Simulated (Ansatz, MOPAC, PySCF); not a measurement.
Species: C₃H₁₀GeO₃, net charge 0, singlet state. SMILES: [O](C)[GeH]([O]C)[O]C
Structure (B3LYP-D3(BJ)/def2-TZVP (Ansatz, an electronic-structure program) minimum search):
```xyz
17

C     -0.8010     2.2670    -0.9337
O     -0.2195     1.4554     0.0734
Ge     0.1196    -0.2695    -0.2061
O     -1.1439    -1.2848     0.4950
C     -2.5070    -0.9436     0.2851
O      1.5398    -0.7031     0.7385
C      2.7576     0.0016     0.5294
H     -0.4688     3.2947    -0.7770
H     -1.8939     2.2424    -0.8764
H     -0.5022     1.9619    -1.9435
H      0.2884    -0.4917    -1.7238
H     -2.7763    -0.9577    -0.7779
H     -3.1135    -1.6892     0.7997
H     -2.7440     0.0427     0.6951
H      3.1187    -0.1015    -0.5005
H      2.6515     1.0651     0.7606
H      3.5018    -0.4315     1.1979
```

Quantity: vertical ionisation energy to the doublet, in eV. Terms: each state is the SCF solution reached for its charge and spin; non-relativistic; no spin-orbit coupling; LANL2DZ with its own core potentials from Na on; 6-31G* and kin with 6d, 5d where marked; open shells spin-unrestricted; PM7 with its own dispersion and hydrogen-bond terms; frozen cores in correlated levels (noble-gas shells and the d and f shells of earlier blocks); no dispersion term unless named. Ab initio and DFT rows: single points at B3LYP-D3(BJ) geometries (Ansatz). Semi-empirical rows: differences of heats of formation at the shared geometry for vertical values.

| level | program | vertical ionisation energy to the doublet (eV) |
|---|---|---|
| AM1 | MOPAC | 10.01 |
| PM3 | MOPAC | 9.68 |
| PM7 | MOPAC | 9.04 |
| MNDO | MOPAC | 10.35 |
| HF/6-31G* | Ansatz | 9.15 |
| HF/6-31G* with LANL2DZ past Ar | Ansatz | 9.21 |
| PBE/6-31G* | Ansatz | 8.83 |
| B3LYP/STO-3G | Ansatz | 6.06 |
| B3LYP/3-21G | Ansatz | 9.17 |
| B3LYP/6-31G* | Ansatz | 9.47 |
| B3LYP/6-31G* with LANL2DZ past Ar | Ansatz | 9.51 |
| M06-2X/6-31G* with LANL2DZ past Ar (5d) | PySCF | 10.26 |
| MP2/6-31G* with LANL2DZ past Ar | Ansatz | 10.46 |
| wB97X-V/def2-TZVPD | Ansatz | 10.32 |

No value to compare with is used here. The 13 habitual levels span 6.06 (B3LYP/STO-3G) to 10.46 eV (MP2/6-31G* with LANL2DZ past Ar); wB97X-V/def2-TZVPD gives 10.32.

The levels are drawn from those run, B3LYP/6-31G* more often than the rest, none by its result; left out are runs that failed, that the program found above a lower state of the same kind, or whose <S^2> lies over 0.5 above the pure value.
